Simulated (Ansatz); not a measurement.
Species: tert-butyl(dimethyl)borane, C$_{6}$H$_{15}$B (charge 0, singlet). SMILES: CB(C)C(C)(C)C
Coordinates optimised at B3LYP-D3(BJ)/def2-TZVP (Ansatz, a program for electronic structure):
```xyz
22

C      1.6293    -1.3616    -0.5365
B      0.9354    -0.0450    -0.0319
C      1.8469     1.1588     0.4015
C     -0.6521     0.0591     0.0343
C     -1.1773    -1.0608     0.9566
C     -1.1705     1.4058     0.5566
C     -1.2112    -0.1650    -1.3864
H      2.2984    -1.7397     0.2460
H      0.9692    -2.1743    -0.8395
H      2.2908    -1.1259    -1.3785
H      1.6090     2.0490    -0.1921
H      1.6316     1.4495     1.4360
H      2.9182     0.9701     0.3164
H     -2.2707    -1.0328     0.9978
H     -0.8828    -2.0506     0.6055
H     -0.8091    -0.9445     1.9794
H     -0.8220     1.6069     1.5718
H     -0.8461     2.2361    -0.0742
H     -2.2645     1.4172     0.5770
H     -0.9175    -1.1339    -1.7925
H     -0.8680     0.6074    -2.0798
H     -2.3049    -0.1273    -1.3706
```

Parts of the frozen-core correlation energy in STO-3G (Ansatz, hartree). Frozen orbitals: 7; correlated occupied orbitals by spin: 21 and 21; virtual: 22 and 22. Spin-orbit coupling is left out. Non-relativistic.

```json
[
 {"term": "reference (HF)", "value": "-257.58815"},
 {"term": "MP2 opposite-spin", "value": "[?]"},
 {"term": "MP2 same-spin", "value": "[?]"},
 {"term": "CCSD correlation", "value": "-0.45647"},
 {"term": "(T)", "value": "[?]"},
 {"term": "T1 diagnostic", "value": "0.004"},
 {"term": "largest doubles amplitude", "value": "0.033"}
]
```

### Question
Some entries are withheld; supply them.

### Answer

- MP2 opposite-spin, value: -0.30693
- MP2 same-spin, value: -0.03822
- (T), value: -0.00336
